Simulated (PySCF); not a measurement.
H6NSi2, SMILES [SiH3][N][SiH3], multiplicity 2. Atoms are numbered in the order given.

```xyz
9

Si     0.0028    -0.0811     1.6262
N      0.0226     0.5191     0.0000
Si     0.0028    -0.0811    -1.6262
H      0.4540    -1.5010     1.7910
H     -1.4241     0.0241     2.0706
H      0.8516     0.7961     2.4860
H      0.8516     0.7961    -2.4860
H      0.4540    -1.5010    -1.7910
H     -1.4241     0.0241    -2.0706
```
Charge 0, spin multiplicity 2.

Geometry optimised at PBE0-D3(BJ)/def2-SVP. The isomer is the one that the SMILES or the coordinates give; other isomers of the formula were not compared.

These are B3LYP/pcH-1 (PySCF) values and carry that method's errors.

Unrestricted Kohn–Sham, ⟨S²⟩ = 0.754. Hyperfine tensors hold the contact and dipolar terms, without spin-orbit corrections.

### Question
Estimate the hyperfine couplings. (An estimate is asked for; the answer gives what the named calculation found.)

### Answer

```tsv
nucleus	A(iso) (MHz)	A(iso) (G)	dipolar principal values (MHz)
29Si no. 1	46.5	16.6	-2.4, -0.8, 3.2
14N no. 2	26.7	9.5	-38.5, -37.5, 76.0
29Si no. 3	46.5	16.6	-2.4, -0.8, 3.2
1H no. 4	3.3	1.2	-3.0, -2.6, 5.6
1H no. 5	129.9	46.3	-4.2, -1.3, 5.5
1H no. 6	55.4	19.8	-3.6, -2.3, 5.9
1H no. 7	55.4	19.8	-3.6, -2.3, 5.9
1H no. 8	3.3	1.2	-3.0, -2.6, 5.6
1H no. 9	129.9	46.3	-4.2, -1.3, 5.5
```

### Question
And the g tensor (effective nuclear charges for spin-orbit coupling, GIAO)? (Estimate from the structure and the level; the computed values follow.)

### Answer
principal values 2.0022, 2.0050, 2.0166; isotropic 2.0079.
